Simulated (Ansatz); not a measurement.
Isolated molecules relaxed with PBE0-D4/def2-TZVP in Ansatz; ΔE leaves out vibrations. CCSD(T)/CBS adds triple-zeta CCSD(T) − MP2 to the extrapolated MP2 energy (def2 sets, frozen cores). DFT in def2-TZVPP. One conformer a species, not always the lowest.

Consider the cleavage of the Si–B bond: `FB([SiH3])C[SiH3]` + `COB(C)O` → `COB(C)O[SiH3]` + `FBC[SiH3]`.

CCSD(T)/CBS gives -112.5 kJ/mol.

Question: Another level gave -96.9 kJ/mol. Which?
A. PBE/def2-TZVPP
B. CCSD/def2-TZVPP
C. ωB97X-V/def2-TZVPP
D. PBE0/def2-TZVPP

Answer: D. PBE0 -96.9, ωB97X-V -108.5, PBE -87.9, CCSD/def2-TZVPP -114.7 kJ/mol.

Largest T1 diagnostic among the species: 0.013.

In def2-TZVPP, CCSD(T) changes the Hartree–Fock value by +26.7 kJ/mol (the triples alone add +3.4 kJ/mol) and MP2 by +18.8 kJ/mol. From PBE to PBE0 (25 % exact exchange), in def2-TZVPP and without D4, ΔE moves by −9.0 kJ/mol.
